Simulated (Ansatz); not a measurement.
CH₇AlGeSi, relaxed with RKS PBE0-D4/def2-TZVP in Ansatz from a PBE-D4/def2-SVP geometry. The force threshold is 0.005 eV/Å; the program also tests the step.

Total charge 0; spin multiplicity 1. The bonds changed during the relaxation, so this is another structure than the one it started from.

Start:

```xyz
11

Ge   -1.093    0.584   -0.910
C    -0.197   -0.906   -0.085
Al    0.031    0.368    1.504
Si    1.677   -0.588    0.121
H    -0.519    1.313   -2.157
H    -2.640    0.557   -0.901
H    -0.656    1.689    0.267
H    -0.647   -1.898   -0.276
H    -0.778    0.729    2.829
H     2.456   -0.032   -1.047
H     2.366   -1.815    0.655
```

```tsv
step	energy (eV)	largest force (eV/Å)	largest move (Å)
1	-72128.4355	0.584	0.000
2	-72128.4663	0.169	0.027
3	-72128.4694	0.036	0.014
4	-72128.4696	0.017	0.007
5	-72128.4697	0.010	0.003
6	-72128.4697	0.004	0.003
```

End:

```xyz
11

Ge   -1.079    0.589   -0.899
C    -0.191   -0.893   -0.080
Al    0.032    0.356    1.494
Si    1.659   -0.584    0.121
H    -0.516    1.297   -2.142
H    -2.611    0.544   -0.902
H    -0.673    1.684    0.268
H    -0.631   -1.867   -0.276
H    -0.760    0.720    2.808
H     2.430   -0.048   -1.038
H     2.340   -1.798    0.647
```

Hardware: 4 threads of an Arm Neoverse V1 on a shared host. Wall time 28 s, peak host memory 0.62 GiB.
